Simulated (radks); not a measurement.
Values are calculated unless marked as measured or tabulated.
Mean orbital radii <r> (bohr) of neutral argon, [Ar], at several levels of relativity; Dirac values are averaged over j with weights 2j + 1. Spin-unpolarised spherical Kohn-Sham, PBE, point nucleus unless stated (finite: rms radius 3.4274 fm), a radial shooting solver on a logarithmic mesh with Libxc functionals. A level marked "c x" has the speed of light scaled by that factor and shares open shells by 2j + 1; other Dirac levels either fill j = l - 1/2 first or share by 2j + 1.

shell  non-rel.  Dirac, 2j+1 shares  Dirac, low j first  Dirac, 2j+1 shares, finite nucleus  change of magnitude, last against first (%)
1s      0.08620             0.08573             0.08573                             0.08573                                        -0.55
2s       0.4163              0.4139              0.4139                              0.4139                                        -0.57
2p       0.3774              0.3767              0.3767                              0.3767                                        -0.20
3s        1.413               1.406               1.406                               1.406                                        -0.46
3p        1.665               1.664               1.664                               1.664                                        -0.03
